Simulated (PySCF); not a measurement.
# Ionisation energy of Xe by level of theory

Xe [Xe] (1S) → Xe⁺ [Kr] 4d10 5s2 5p5 (2P), as a difference of total energies. Calculation: PySCF 2.14, in aug-cc-pwCVTZ-PP with ECP28MDF; scalar relativity through the core potential. Correlated levels: valence: 4s2 4p6 4d10 frozen. The calculations carry no spin-orbit coupling.

```csv
method,ionisation energy (eV)
UHF,11.444
MP2 (valence),12.299
SCS-MP2 (valence),12.230
CCSD (valence),12.190
CCSD(T) (valence),12.238
```

Problem. How much does correlation contribute at CCSD(T) (valence)?

Solution. 12.238 − (11.444) = 0.794 eV, measured against UHF.

Errors of the correlated levels include the incompleteness of this basis and the frozen core.

For comparison: 12.565 eV (measured; NIST levels, between the centres of gravity of the two terms).
